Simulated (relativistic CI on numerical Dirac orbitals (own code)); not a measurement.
## Charge states of erbium

Method of calculation: Dirac-Coulomb-Breit CI, orbitals from a KLI potential per configuration, QED by a radiative potential, valence Slater integrals scaled by 0.9 (own radial code, finite nucleus).

Each species is treated in one configuration, given outside its closed core. Radial values are for the open shell of highest l, unscaled and averaged over j; ζ includes the Breit term. Labels give the leading LS character, summed over repeated terms.

| Ion | Configuration | Its lowest level | LS weight (%) | ζ (cm⁻¹) | g_J | g√(J(J+1)) | F² (cm⁻¹) | F⁴ (cm⁻¹) |
| --- | --- | --- | --- | --- | --- | --- | --- | --- |
| Er²⁷⁺ | 4d⁵ | J = 5/2 (mixed) | 31 | 34950 | 1.517 | 4.49 | 203000 | 138000 |
| Er²⁸⁺ | 4d⁴ | ³P0 | 55 | 35740 |  | 0.00 | 204900 | 139400 |
| Er²⁹⁺ | 4d³ | ⁴F3/2 | 57 | 36540 | 0.643 | 1.25 | 206700 | 140700 |
| Er³⁰⁺ | 4d² | ³F2 | 78 | 37350 | 0.746 | 1.83 | 208400 | 141900 |
| Er³¹⁺ | 4d | ²D3/2 | 100 | 38170 | 0.796 | 1.54 |  |  |
| Er³²⁺ | 3d¹⁰4s²4p⁶ | ¹S0 | 100 |  |  | 0.00 |  |  |
| Er³³⁺ | 3d¹⁰4s²4p⁵ | ²P°3/2 | 100 | 315400 | 1.330 | 2.58 |  |  |
| Er³⁴⁺ | 3d¹⁰4s²4p⁴ | ³P2 | 71 | 320600 | 1.351 | 3.31 | 219800 |  |
| Er³⁵⁺ | 3d¹⁰4s²4p³ | J = 3/2 (mixed) | 46 | 325800 | 1.381 | 2.68 | 221000 |  |
| Er³⁶⁺ | 3d¹⁰4s²4p² | ³P0 | 72 | 331100 |  | 0.00 | 222300 |  |
| Er³⁷⁺ | 3d¹⁰4s²4p | ²P°1/2 | 100 | 336400 | 0.661 | 0.57 |  |  |
| Er³⁸⁺ | 3d¹⁰4s² | ¹S0 | 100 |  |  | 0.00 |  |  |
| Er³⁹⁺ | 3d¹⁰4s | ²S1/2 | 100 |  | 1.997 | 1.73 |  |  |
| Er⁴⁰⁺ | 3d¹⁰ | ¹S0 | 100 |  |  | 0.00 |  |  |
| Er⁴¹⁺ | 3d⁹ | ²D5/2 | 100 | 141500 | 1.192 | 3.52 |  |  |
| Er⁴²⁺ | 3d⁸ | ³F4 | 88 | 144500 | 1.212 | 5.42 | 524800 | 338400 |
| Er⁴³⁺ | 3d⁷ | ⁴F9/2 | 61 | 147600 | 1.227 | 6.11 | 530100 | 342000 |
| Er⁴⁴⁺ | 3d⁶ | J = 4 (mixed) | 40 | 150600 | 1.257 | 5.62 | 535300 | 345500 |
| Er⁴⁵⁺ | 3d⁵ | J = 5/2 (mixed) | 27 | 153800 | 1.321 | 3.91 | 540500 | 349100 |
| Er⁴⁶⁺ | 3d⁴ | ³P0 | 59 | 157000 |  | 0.00 | 545700 | 352600 |
| Er⁴⁷⁺ | 3d³ | J = 3/2 (mixed) | 47 | 160200 | 0.701 | 1.36 | 550900 | 356100 |
| Er⁴⁸⁺ | 3d² | ³F2 | 75 | 163600 | 0.756 | 1.85 | 556100 | 359700 |
| Er⁴⁹⁺ | 3d | ²D3/2 | 100 | 166900 | 0.789 | 1.53 |  |  |
| Er⁵⁰⁺ | 3s²3p⁶ | ¹S0 | 100 |  |  | 0.00 |  |  |
